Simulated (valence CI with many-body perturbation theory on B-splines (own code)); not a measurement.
# Hyperfine factors and g values of Xe XXXI

Calculated by relativistic CI+MBPT: six valence electrons over a frozen Dirac-Fock core [Ar], a basis of 7 s, 7 p, 8 d, 6 f, 4 g, 1 h functions for each j, with the one-electron correlation potential Σ1, the two-electron term Σ2, the three-electron term Σ3, Breit, model QED; selected CI, second order for the rest, scaled by the run's own slope (own B-spline code, finite nucleus).

The last digits are not significant, and no measured levels were compared; by estimate large intervals hold to a few tenths of a per cent, small ones and those within an open d or f shell to about a per cent. Core correlation moves these levels by up to 9300 cm⁻¹, and in measured spectra 5 to 20 % of such shifts remained as error; rates that hang on mixing are uncertain with them. Among the levels kept, up to 960 cm⁻¹ of a level comes from second order outside the variational space, and about a tenth of that is noise between levels of different J, which matters for small intervals. Only levels of the ground parity were solved; by the run's estimate the other parity begins above the list, which can be wrong where configurations are misplaced.

A/g_I is the dipole constant over the nuclear g factor μ/I (μ in nuclear magnetons, uniformly magnetised nucleus), B/Q the quadrupole constant per barn. Both hold the static response of the core; the bare values leave it out. Large factors of s and p1/2 electrons are usually good to 5 to 10 %; those of open d and f shells near neutrality can be off by tens of per cent, and small factors of p3/2, d and f electrons come from cancelling terms and can be off by a factor of two or in sign, in half-filled shells by more. B is blank for J = 1/2, where it vanishes, and for nearly pure S terms. Energies count from the lowest level. Levels with J = 0 are left out.

Levels are named by their leading jj configuration (3d3/2^4 stands for four electrons in 3d with j = 3/2), which in mixed levels can hold well under half, so a name can repeat and another be missing. Letters in brackets count levels of one name in rising energy.

| Level | E (cm⁻¹) | g | A/g_I (MHz) | A/g_I bare | B/Q (MHz/b) | B/Q bare |
| --- | --- | --- | --- | --- | --- | --- |
| (3d3/2^4 3d5/2^2) J=4 | 0 | 1.371 | 10100 | 10600 | 21600 | 22000 |
| (3d3/2^4 3d5/2^2) J=2 | 37435 | 1.382 | 10000 | 10600 | -7670 | -7790 |
| (3d3/2^3 3d5/2^3) J=3 [a] | 81977 | 1.433 | 6230 | 6830 | 3700 | 3770 |
| (3d3/2^3 3d5/2^3) J=1 [a] | 103860 | 1.420 | 8830 | 9400 | -7680 | -7810 |
| (3d3/2^3 3d5/2^3) J=4 [a] | 115630 | 1.106 | 13000 | 13200 | 15000 | 15300 |
| (3d3/2^3 3d5/2^3) J=5 | 150280 | 1.120 | 14700 | 14900 | 8090 | 8250 |
| (3d3/2^3 3d5/2^3) J=6 | 150330 | 1.123 | 16100 | 16300 | -16400 | -16700 |
| (3d3/2^3 3d5/2^3) J=2 [a] | 176620 | 0.937 | 18300 | 18300 | -14800 | -15100 |
| (3d3/2^3 3d5/2^3) J=3 [b] | 180480 | 1.022 | 18400 | 18500 | 11200 | 11400 |
| (3d3/2^2 3d5/2^4) J=2 [a] | 198830 | 1.327 | 8120 | 8580 | -1840 | -1870 |
| (3d3/2^3 3d5/2^3) J=4 [b] | 231560 | 0.994 | 17900 | 17900 | -5160 | -5260 |
| (3d3/2^3 3d5/2^3) J=1 [b] | 238010 | 0.865 | 16500 | 16400 | 11400 | 11600 |
| (3d3/2^3 3d5/2^3) J=2 [b] | 241440 | 1.186 | 12500 | 12800 | 19900 | 20300 |
| (3d3/2^2 3d5/2^4) J=4 [a] | 248710 | 1.101 | 16500 | 16600 | 209 | 227 |
| (3d3/2^2 3d5/2^4) J=5 | 264540 | 1.103 | 16500 | 16700 | -13600 | -13800 |
| (3d3/2^3 3d5/2^3) J=3 [c] | 265010 | 1.199 | 13900 | 14200 | -17400 | -17700 |
| (3d3/2^2 3d5/2^4) J=3 [a] | 278030 | 1.082 | 14600 | 14800 | -18000 | -18400 |
| (3d3/2^2 3d5/2^4) J=6 | 287210 | 1.034 | 18100 | 18200 | -21700 | -22100 |
| (3d3/2^2 3d5/2^4) J=3 [b] | 292670 | 0.922 | 21200 | 21100 | 384 | 396 |
| (3d3/2^2 3d5/2^4) J=1 | 325940 | 1.211 | 13600 | 13900 | -1450 | -1480 |
| (3d3/2^2 3d5/2^4) J=2 [b] | 334750 | 1.050 | 17500 | 17600 | -10500 | -10700 |
| (3d3/2^2 3d5/2^4) J=4 [b] | 334790 | 1.048 | 18600 | 18700 | 1240 | 1270 |
| (3d3/2 3d5/2^5) J=1 | 368000 | 1.485 | -533 | 135 | -6510 | -6630 |
| (3d3/2^2 3d5/2^4) J=2 [c] | 389330 | 0.766 | 25600 | 25300 | -8770 | -8930 |
| (3d3/2^2 3d5/2^4) J=4 [c] | 393470 | 1.169 | 14200 | 14400 | -22100 | -22500 |
| (3d3/2 3d5/2^5) J=4 | 450770 | 1.027 | 17500 | 17600 | -16200 | -16400 |
| (3d3/2 3d5/2^5) J=2 | 464970 | 1.311 | 11100 | 11500 | -24000 | -24500 |
| (3d3/2 3d5/2^5) J=3 | 470710 | 1.063 | 17000 | 17200 | -25500 | -26000 |
| (3d3/2^2 3d5/2^4) J=2 [d] | 515660 | 1.002 | 18800 | 18800 | 26600 | 27100 |

(1) Take the isotope of mass number 129, with I = 1/2, μ = -0.77796 μN. What is the hyperfine structure of (3d3/2^3 3d5/2^3) J=4 [a]?

## Answers

(1) From the table A = -20300 MHz. Shifts from the centre of gravity in MHz: F = 7/2: 50800, F = 9/2: -40600.
